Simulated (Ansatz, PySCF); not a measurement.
ReO4, SMILES [O]=[Re-](=[O])(=[O])=[O], charge -1, multiplicity 1. Atoms are numbered in the order given.

```xyz
5

Re     0.0000     0.0000     0.0000
O      1.0071     1.0071    -1.0071
O     -1.0071     1.0071     1.0071
O     -1.0071    -1.0071    -1.0071
O      1.0071    -1.0071     1.0071
```
Charge -1, spin multiplicity 1.

Geometry optimised at r2SCAN-D4/def2-SVPD. The spin state was assumed, not searched. The isomer is the one that the SMILES or the coordinates give; other isomers of the formula were not compared. The def2 effective core potentials stand for the cores of Re; spin–orbit coupling is left out.

Two levels are set side by side: PBE-D3(BJ)/def2-SVPD (Ansatz, a quantum-chemistry and plane-wave program) and r2SCAN-D4/def2-SVPD (Ansatz). Each level has its own optimised geometry; the coordinates shown are those of the second. Frequencies come from the Hessian of PySCF at each geometry. Differences are taken from unrounded values.

| quantity | r2SCAN-D4 | PBE-D3(BJ) | PBE-D3(BJ) minus r2SCAN-D4 |
|---|---|---|---|
| mean bond length (Å) | 1.744 | 1.756 | 0.012 |
| bond Re1–O2 (Å) | 1.744 | 1.756 | 0.012 |
| bond Re1–O3 (Å) | 1.744 | 1.756 | 0.012 |
| bond Re1–O4 (Å) | 1.744 | 1.756 | 0.012 |
| bond Re1–O5 (Å) | 1.744 | 1.756 | 0.012 |
| highest harmonic wavenumber (cm⁻¹) | 969 | 933 | -37 |
| mean harmonic wavenumber (cm⁻¹) | 596 | 575 | -21 |
| zero-point energy (kcal/mol) | 7.67 | 7.40 | -0.27 |
